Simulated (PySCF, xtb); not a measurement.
C2H5NO2Si, SMILES O=C/N=C/O[SiH3]. Other conformers were not sampled.

Harmonic wavenumbers (cm⁻¹) from GFN2-xTB in xtb at its own minimum, in rising order: 64, 91, 104, 122, 233, 309, 525, 599, 638, 682, 737, 741, 775, 798, 895, 925, 1065, 1278, 1340, 1361, 1749, 1766, 2296, 2317, 2340, 2751, 2882.

Task: What does PySCF 2.14.0 with PBE-D3(BJ)/def2-SVP give at its own minimum? (An estimate is asked for; the answer gives what the named calculation found.)

Result: 61, 109, 174, 225, 283, 304, 559, 670, 678, 689, 797, 895, 901, 924, 982, 1007, 1093, 1268, 1341, 1362, 1634, 1746, 2201, 2217, 2223, 2894, 3039. Paired by order, the mean absolute difference is 68 cm⁻¹ and the zero-point energies are 42.0 and 43.3 kcal/mol.
